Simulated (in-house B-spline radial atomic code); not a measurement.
## The thulium ion Tm⁶⁺: [Kr] (4d3/2)4 (4d5/2)5 4f11 5s2 5p5 (with a hole in an inner shell)

Computed with a B-spline radial code for spherical atoms: Dirac-Hartree-Fock, average of the jj configuration, Fermi nucleus of rms radius 5.2256 fm.

Effective charges: Z_r = [3n² - l(l+1)]/(2<r>) from the radius, Z_e = n√(-2ε) from the energy, and Slater's rules. Values are occupation-weighted means over j. An effective charge above Z reflects the relativistic contraction of the inner shells.

```
shell  electrons   ε (eV)  <r> (bohr)    Z_r    Z_e  Slater
   1s          2   -59857     0.02001  74.97  66.33   68.70
   2s          2   -10315     0.08423  71.23  55.07   64.85
   2p          6    -9159     0.07505  66.62  51.89   64.85
   3s          2  -2456.3      0.2198  61.41  40.31   57.75
   3p          6  -2095.4       0.219  57.07  37.23   57.75
   3d         10  -1627.5      0.1999  52.54  32.81   47.85
   4s          2  -593.11      0.4958  48.41  26.41   41.25
   4p          6   -469.9      0.5244  43.86  23.51   41.25
   4d          9  -300.67      0.5639  37.24  18.80   30.20
   5s          2  -149.49       1.156  32.44  16.57   15.10
   5p          5  -114.74       1.294  28.21  14.52   15.10
   4f         11  -113.71      0.6628  27.16  11.56   20.50
```

The least bound orbital is 5p3/2 at -112 eV, and it is also the most diffuse (<r> = 1.318 bohr). The part-filled 4d shell lies below the filled 5s shell in orbital energy.

For the 1s electron the small component carries 6.69 % of the norm, the zero-frequency Breit interaction raises the level by 193.1 eV, self-energy by 118 eV, and vacuum polarisation lowers it by 20.72 eV.
